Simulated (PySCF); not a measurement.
# Two-dimensional NMR puzzle

Compound of formula C₅H₈O₂Si₂. Correlations simulated from computed shifts and the bond graph:

HSQC (one-bond C–H):
| δH | δC |
| --- | --- |
| 7.64 | 156.3 |
| 7.55 | 152.1 |

COSY cross peaks (H two or three bonds apart, from the bond graph; peaks can be absent where the dihedral angle is near 90°):
| δH | δH |
| --- | --- |
| 7.64 | 7.55 |
| 7.64 | 4.69 |
| 7.64 | 4.65 |
| 7.55 | 4.75 |
| 4.69 | 4.65 |

HMBC (two and three bonds, from the bond graph):
| δH | δC |
| --- | --- |
| 7.64 | 156.3, 152.1 |
| 7.55 | 184.9, 156.3, 152.1 |
| 4.75 | 184.9, 156.3, 152.1 |
| 4.69 | 156.3, 152.1 |
| 4.65 | 156.3, 152.1 |

Carbons without hydrogens: δ 184.9.

Averaged over atoms made equivalent by symmetry, fast rotation or ring inversion, one conformer, no solvent, no relativistic terms. NMR shieldings at PBE0/pcSseg-1/GIAO; GFN2-xTB geometry; PySCF 2.14.0 with density-fitted response routines.

Shifts are taken against calculated references (same method and geometry level): ¹H, ¹³C vs TMS.

Exchangeable hydrogens are left out of these lists.

Problem. Work out the connectivity.

Solution. `O=C(O)[SiH]1C=C[SiH2]C=C1`.

Atom-mapped SMILES (the numbers label the heavy atoms): `[O:1]=[C:2]([OH:3])[SiH:4]1[CH:5]=[CH:6][SiH2:7][CH:8]=[CH:9]1` (H(Xn): hydrogen on atom n). Ha(Si7) is cis to C2 on the ring; Hb(Si7) is trans to C2 on the ring.

- δC 184.9 is C2, a carbonyl carbon.
- δC 156.3 is C6/C8, an alkene CH (δH 7.64).
- δC 152.1 is C5/C9, an alkene CH (δH 7.55).
- HMBC from δH 7.55 reaches the proton-free carbon C2.
- HMBC from δH 4.75 reaches the proton-free carbon C2.
- COSY links 7.64–7.55, 7.64–4.69, 7.64–4.65, 7.55–4.75, 4.69–4.65.

The shifts were computed for this structure.

The OH or NH signal is concentration- and solvent-dependent in practice; the value given is the gas-phase one. Shifts are as computed. Against solution values, carbons near 30 ppm lie about +3 ppm off and those near 130 ppm about +5 ppm. Of 1211 compounds with measured shifts, 218 miss one by over three times the rms of a fit or turn the order of signals round; such compounds aren't used in these exercises. Hydrogen bonding in solution deshields acid and N–H amide carbonyl carbons by as much as 10 ppm beyond these values.
